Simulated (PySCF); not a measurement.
## Polarisability and C₆ of Ga²⁺ (gallium, charge +2)

[Ar] 3d10 4s1, 2S determinant. Calculation: PySCF 2.14, in aug-cc-pVTZ-PP with ECP10MDF; scalar relativity through the core potential. Coupled (time-dependent) response in atomic units; α is the mean over directions.

```json
{"method": "UHF", "mean α (bohr³)": "12.10", "C₆ (like pair)": "35.69", "S(−4)": "136.0"}
{"method": "PBE", "mean α (bohr³)": "9.322", "C₆ (like pair)": "26.00", "S(−4)": "73.16"}
{"method": "PBE0", "mean α (bohr³)": "9.887", "C₆ (like pair)": "27.81", "S(−4)": "84.59"}
{"method": "r2SCANh", "mean α (bohr³)": "10.24", "C₆ (like pair)": "30.44", "S(−4)": "83.47"}
{"method": "wB97X-V", "mean α (bohr³)": "10.21", "C₆ (like pair)": "29.05", "S(−4)": "91.07"}
```

S(−4) is the Cauchy moment in α(ω) = α(0) + S(−4) ω² + …

α(iu) at PBE0:

```tsv
u (hartree)	α(iu) (bohr³)
0	9.887
0.0500	9.680
0.100	9.115
0.200	7.439
0.300	5.788
0.500	3.588
0.750	2.249
1.00	1.576
1.50	0.9292
2.00	0.6214
3.00	0.3340
5.00	0.1396
```

A single London oscillator, α(iu) = α/(1 + u²/ω²), gives C₆ = (3/4) ω α². Matching the computed C₆ needs ω = 4 × 27.81 / (3 × 9.887²) = 0.379 hartree.

For an ion, C₆ is the dispersion term alone; charge-induced terms of lower order in 1/R come first.

Energies and moments cover only the electrons outside the core potential.
